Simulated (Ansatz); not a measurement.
Stepwise reaction of `[O]=[Nb]([F])([F])[F]` with hydrogen chloride, as a gas-phase model of exchange steps in deposition or etching. ΔE in kJ/mol; ΔG adds harmonic PBE0-D4 terms to CCSD(T)/CBS, at 1 bar.

Program: Ansatz. Geometries: PBE0-D4/def2-TZVP. ΔE: electronic, gas phase. CCSD(T)/CBS is the MP2 limit (def2-TZVPP, def2-QZVPP) plus CCSD(T) − MP2 in def2-TZVPP, frozen cores. This one scheme is used for every species. DFT in def2-TZVPP. B3LYP here is the variant with VWN-RPA as its local correlation; programs differ in this. def2 core potentials past Kr. For Nb outer-core shells are correlated without core-valence functions, which leaves a few kJ/mol of doubt a bond.

```tsv
step	reaction	PBE-D4	B3LYP-D4	ωB97M-V	CCSD(T)/CBS	ΔG(500 K)
1	`[O]=[Nb]([F])([F])[F]` + HCl → `[O]=[Nb]([F])([F])[Cl]` + H–F	12.7	13.6	15.7	3.8	5.3
2	`[O]=[Nb]([F])([F])[Cl]` + HCl → `[O]=[Nb]([F])([Cl])[Cl]` + H–F	11.6	12.2	15.0	2.0	8.1
3	`[O]=[Nb]([F])([Cl])[Cl]` + HCl → `[O]=[Nb]([Cl])([Cl])[Cl]` + H–F	10.0	10.3	13.8	-0.2	10.5
```

(1) By hand: ΔE of the 3 steps together at CCSD(T)/CBS.

Answers

(1) (3.8) + (2.0) + (-0.2) = 5.6 kJ/mol, or 1.9 kJ/mol a step.

In ΔE the steps differ by no more than 4.0 kJ/mol. ΔG lies between 5.3 and 10.5 kJ/mol a step. PBE-D4 differs from CCSD(T)/CBS by 8.9 to 10.2 kJ/mol a step. Isolated molecules leave out the surface, adducts and barriers. Largest T1 diagnostic: 0.022.
